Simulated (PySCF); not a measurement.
## Static response to an electric field

C2H5ClGeO2.
Structure used (PBE0-D3(BJ)/def2-SVP), in Å, numbered top down from 1:
```
atom  x, y, z in Å
O1     1.516   -0.710   -1.328
C2     1.399   -0.105   -0.296
O3     2.349   -0.065    0.641
Ge4   -0.252    0.912    0.147
C5    -1.675   -0.406   -0.125
Cl6   -1.488   -1.730    1.061
H7     3.090   -0.606    0.316
H8    -0.376    2.052   -0.879
H9    -0.259    1.442    1.586
H10   -2.677    0.027   -0.006
H11   -1.588   -0.838   -1.132
```

Level: wB97X-D/def2-SVPD (PySCF), static field, nuclei fixed, core orbitals frozen in the response. The polarisability tensor in these axes (au):

```
x   79.03 -0.26 -1.41
y   -0.26 76.92 -1.94
z   -1.41 -1.94 71.40
```

Task: What are the eigenvalues, a third of the trace, and Δα (Δα² = ½Σ(αi − αj)² over the three pairs)?

Result: Principal values 70.55, 77.52 and 79.29 au; mean 75.79 au = 11.23 Å³ = 12.50 × 10⁻⁴⁰ C²·m²/J; Δα = 8.00 au (11 % of the mean).

Task: What is the dipole moment, and where does it point?

Result: (-0.14, 1.79, 0.17) D, 1.80 D in size, pointing from the negative to the positive side. Measured along this direction, the outermost atoms are Cl6 at the negative end and H8 at the positive end.

Task: Estimate the molar refractivity from the static electronic polarisability.

Result: Lorentz–Lorenz: R = (4π/3)N_A α = 2.5225 cm³/(mol·Å³) × 11.23 Å³ = 28.3 cm³/mol, in the limit of long wavelengths.

Task: Along which axes do the principal values lie, and how far do the nuclei extend along each?

Result: Largest value along (0.98, 0.04, -0.19), where the nuclei span 5.57 Å; middle along (-0.10, 0.96, -0.28), 4.05 Å; least along (0.17, 0.29, 0.94), 3.45 Å. The response follows the extents in order.

Task: What would n − 1 = 2πNα be for an ideal gas of these molecules at 350 K and 1 atm, electronic part alone?

Result: N = p/kT = 2.0968 × 10¹⁹ cm⁻³, so n − 1 = 2π × N × 11.23 × 10⁻²⁴ cm³ = 1480 × 10⁻⁶ at long wavelengths, for an ideal gas.

Task: How large is μ²/3kT at 500 K beside α?

Result: In Gaussian units μ²/3kT = 15.72 Å³ against 11.23 Å³, a ratio of 1.40; the Debye molar polarisation (4π/3)N_A(α + μ²/3kT) is 68.0 cm³/mol, leaving out the vibrational part.

Task: Find the Langevin capture rate constant for NO+ (29.998 u) meeting this molecule (169.919 u), k = 2.342 × 10⁻⁹ cm³/s × √(α in Å³ / reduced mass in u).

Result: The reduced mass is 25.50 u, so k = 1.55 × 10⁻⁹ cm³/s. The formula leaves out the permanent dipole, which adds to the capture rate.

Geometry: PBE0-D3(BJ)/def2-SVP, one conformer, isolated molecule. The calculation is non-relativistic, for germanium too.
